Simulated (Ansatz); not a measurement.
Mulliken charges of hydrogen iodide (`I`) from ωB97M-V/def2-TZVPP in Ansatz (PBE0-D4/def2-TZVP geometry).

```json
{"atom": "I1", "x (Å)": "-0.684", "y (Å)": "0.246", "z (Å)": "-0.346", "charge (e)": "-0.062"}
{"atom": "H2", "x (Å)": "0.684", "y (Å)": "-0.246", "z (Å)": "0.346", "charge (e)": "0.062"}
```

Question: By hand: the dipole of these point charges (1 e Å = 4.8032 D).

Answer: Σ q r = (0.085, -0.031, 0.043) e Å, of length 0.100 e Å = 0.48 D.

Question: How does the dipole of the full density compare? (Estimate.)

Answer: Computed: (0.085, -0.030, 0.043) e Å, 0.48 D; the point charges give 1.00 times that, at 1° from its direction.

Point charges leave out the atoms' own dipoles, such as those of lone pairs, and Mulliken's split depends on the basis, so the close match here is no proof of good charges.
